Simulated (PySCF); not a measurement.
## Polarisability and C₆ of W⁺ (tungsten, charge +1)

[Xe] 4f14 5d4 6s1, high-spin 6D determinant. Computed with PySCF 2.14 in ANO-RCC-VTZP (8s7p5d3f2g1h, 104 functions), with scalar relativity by spin-free X2C-1e. Coupled (time-dependent) response in atomic units; α is the mean over directions. The basis has no added diffuse functions, which lowers α and C₆.

```tsv
method	mean α (bohr³)	α xx, yy, zz	C₆ (like pair)	S(−4)
MN15	34.95	34.35, 34.35, 36.16	275.5	589.4
```

S(−4) is the Cauchy moment in α(ω) = α(0) + S(−4) ω² + …

Spin-orbit coupling is absent.

α(iu) at MN15:

```json
{"u (hartree)": "0", "α(iu) (bohr³)": "34.95"}
{"u (hartree)": "0.0500", "α(iu) (bohr³)": "33.55"}
{"u (hartree)": "0.100", "α(iu) (bohr³)": "30.04"}
{"u (hartree)": "0.200", "α(iu) (bohr³)": "21.78"}
{"u (hartree)": "0.300", "α(iu) (bohr³)": "15.79"}
{"u (hartree)": "0.500", "α(iu) (bohr³)": "9.783"}
{"u (hartree)": "0.750", "α(iu) (bohr³)": "6.707"}
{"u (hartree)": "1.00", "α(iu) (bohr³)": "5.139"}
{"u (hartree)": "1.50", "α(iu) (bohr³)": "3.419"}
{"u (hartree)": "2.00", "α(iu) (bohr³)": "2.460"}
{"u (hartree)": "3.00", "α(iu) (bohr³)": "1.459"}
{"u (hartree)": "5.00", "α(iu) (bohr³)": "0.7047"}
```

A single London oscillator, α(iu) = α/(1 + u²/ω²), gives C₆ = (3/4) ω α². Matching the computed C₆ needs ω = 4 × 275.5 / (3 × 34.95²) = 0.301 hartree.

For an ion, C₆ is the dispersion term alone; charge-induced terms of lower order in 1/R come first.

The components differ because the open shell of this determinant is not spherical; for a pure term their mean is the scalar polarisability.

Spin-orbit coupling, absent here, splits the open shell strongly.
